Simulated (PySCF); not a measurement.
**Broadened absorption spectrum of C5H9FOS**

C₅H₉FOS.
SMILES: `C[C@@H]1CC[C@@H](F)[S@@]1=O`

Method used: PySCF, TDDFT wB97X-D/def2-SVPD, vertical, gas phase, core orbitals frozen in the response. Geometry: GFN2-xTB, one conformer, isolated molecule.

Computed states:

```tsv
state	E (eV)	f
S1	5.51	0.024
S2	6.06	0.021
S3	6.53	0.0098
S4	7.04	0.044
S5	7.11	0.050
S6	7.32	0.011
S7	7.61	0.011
S8	8.02	0.022
```

Broadening: Gaussians 0.4 eV wide at half height, area fixed by f = 4.319×10⁻⁹ ∫ε dν̃. The width is an assumption, not a result. The curve ends short of the highest state used, and states not computed would add to its high-energy end.

(1) Give the broadened spectrum and its maxima.

(2) Coming from long wavelengths, where does ε first pass 100 L mol⁻¹ cm⁻¹?

(3) On this curve, what absorbance would a 10⁻⁴ mol/L sample give at 248 nm over a 1 cm path?

Results:

(1) 
(λ (nm), ε (L mol⁻¹ cm⁻¹)): (167.2, 1982), (170.9, 4487), (174.6, 6510), (178.3, 4942), (182.0, 2126), (185.8, 883), (189.5, 738), (193.2, 692), (196.9, 803), (200.6, 1200), (204.3, 1464), (208.1, 1255), (211.8, 895), (215.5, 856), (219.2, 1202), (222.9, 1577), (226.7, 1606), (230.4, 1251), (234.1, 762), (237.8, 371), (241.5, 148), (245.2, 49), (249.0, 13), (252.7, 3)

Maxima: 225 nm (5.51 eV), ε about 1700, made up of S1 (100%); 205 nm (6.06 eV), ε about 1500, made up of S2 (98%); 175 nm (7.09 eV), ε about 6500, made up of S4 (44%) and S5 (51%) (ε in L mol⁻¹ cm⁻¹; maxima over ε = 5, shares over 10%).

(2) At about 243 nm (5.11 eV), 0.40 eV below S1.

(3) 248 nm is 4.999 eV, where ε is about 19 L mol⁻¹ cm⁻¹, so A = ε c l ≈ 0.0019 (Beer–Lambert, with the gas-phase spectrum and the assumed width).
